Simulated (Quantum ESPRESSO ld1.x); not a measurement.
Results of a calculation; reference values are marked as such.
Problem. The cerium ion Ce29+, 29 electrons, occupied as [Ar] 3d10 4s1. Code: ld1.x of Quantum ESPRESSO 7.5. Model: Dirac Kohn-Sham, relativistic LDA (MacDonald-Vosko exchange, VWN5 correlation), spin-unpolarised, spherical densities, point nucleus. Some entries of the table are withheld. Estimate them.

orbital  occ.  eigenvalue (eV)  <1/r> (bohr^-1)
1s1/2       2         -41019.9            63.10
2s1/2       2         -7411.61            14.92
2p1/2       2         -7067.47              (1)
2p3/2       4         -6623.21              (2)
3s1/2       2         -2320.57            5.478
3p1/2       2              (3)              (4)
3p3/2       4              (5)              (6)
3d3/2       4              (7)            4.932
3d5/2       6              (8)            4.844
4s1/2       1         -1086.32            2.619
4p1/2       0              (9)            2.559
4p3/2       0             (10)            2.449
5s1/2       0         -630.978            1.546

Solution. 
(1) 2p1/2 <1/r> (bohr^-1): 14.90
(2) 2p3/2 <1/r> (bohr^-1): 13.51
(3) 3p1/2 eigenvalue (eV): -2174.59
(4) 3p1/2 <1/r> (bohr^-1): 5.402
(5) 3p3/2 eigenvalue (eV): -2083.53
(6) 3p3/2 <1/r> (bohr^-1): 5.054
(7) 3d3/2 eigenvalue (eV): -1830.03
(8) 3d5/2 eigenvalue (eV): -1809.94
(9) 4p1/2 eigenvalue (eV): -1027.28
(10) 4p3/2 eigenvalue (eV): -998.978
